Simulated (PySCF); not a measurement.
## `InChI=1S/C7H11O2PS/c1-10(8,6-11-2)7-3-4-9-5-7/h3-5H,6H2,1-2H3/t10-/m1/s1`

Geometry (Å), atoms numbered from 1 in this order:
```xyz
22

C     3.531    0.655    0.000
S     2.794   -0.939    0.445
C     1.221   -0.821   -0.457
P     0.075    0.327    0.429
C    -0.078   -0.376    2.108
O     0.503    1.731    0.401
C    -1.514    0.052   -0.379
C    -2.243    1.046   -1.088
C    -3.365    0.431   -1.540
O    -3.382   -0.861   -1.166
C    -2.266   -1.087   -0.467
H     4.450    0.739    0.571
H     2.847    1.454    0.262
H     3.749    0.660   -1.065
H     0.806   -1.826   -0.502
H     1.416   -0.456   -1.467
H    -0.764    0.257    2.668
H    -0.442   -1.398    2.088
H     0.904   -0.339    2.577
H    -1.944    2.065   -1.220
H    -4.198    0.784   -2.115
H    -2.113   -2.077   -0.085
```

Computed, not measured: GIAO HF/pcSseg-1 magnetisability, rotational g tensor and spin-rotation constants, non-relativistic, gas phase in PySCF 2.14.0. Geometry: GFN2-xTB.

**Question.** Give the nuclear spin-rotation constants along the inertial axes (H = +C I·J) beside the isotropic shieldings.

**Answer.** Rotational constants 1.9064, 0.4473, 0.4314 GHz. A star marks the isotopologue with that one atom substituted, in its own axes.
| atom | isotope | Caa (kHz) | Cbb (kHz) | Ccc (kHz) | mean (kHz) | σ (ppm) |
| --- | --- | --- | --- | --- | --- | --- |
| P4 | 31P | 3.148 | 0.536 | 0.694 | 1.460 | 356.4 |
| H12 | 1H | 0.024 | -0.049 | -0.044 | -0.023 | 30.4 |
| H13 | 1H | -0.099 | -0.015 | -0.031 | -0.048 | 28.3 |
| H14 | 1H | -0.189 | -0.052 | 0.011 | -0.076 | 30.0 |
| H15 | 1H | -0.197 | 0.003 | -0.050 | -0.082 | 30.6 |
| H16 | 1H | -0.220 | -0.044 | 0.009 | -0.085 | 29.6 |
| H17 | 1H | -0.171 | -0.043 | -0.009 | -0.074 | 30.5 |
| H18 | 1H | -0.222 | -0.002 | -0.046 | -0.090 | 31.6 |
| H19 | 1H | 0.030 | -0.051 | -0.035 | -0.019 | 29.1 |
| H20 | 1H | -0.183 | 0.044 | -0.046 | -0.062 | 24.8 |
| H21 | 1H | 0.117 | -0.036 | -0.036 | 0.015 | 24.4 |
| H22 | 1H | -0.178 | 0.036 | -0.042 | -0.062 | 24.6 |
| C1 | 13C* | 0.245 | 0.057 | 0.060 | 0.121 | 174.5 |
| S2 | 33S* | 0.234 | 0.090 | 0.104 | 0.142 | 645.6 |
| C3 | 13C* | 0.298 | 0.066 | 0.072 | 0.145 | 158.1 |
| C5 | 13C* | 0.272 | 0.051 | 0.058 | 0.127 | 175.4 |
| O6 | 17O* | -0.115 | -0.076 | -0.025 | -0.072 | 280.4 |
| C7 | 13C* | 0.784 | 0.144 | 0.069 | 0.333 | 66.3 |
| C8 | 13C* | 0.553 | 0.196 | 0.058 | 0.269 | 72.2 |
| C9 | 13C* | 0.689 | 0.187 | 0.091 | 0.322 | 42.7 |
| O10 | 17O* | -0.684 | -0.168 | -0.048 | -0.300 | 50.8 |
| C11 | 13C* | 0.777 | 0.174 | 0.091 | 0.348 | 39.2 |

For the geometry as given, no vibrational averaging.
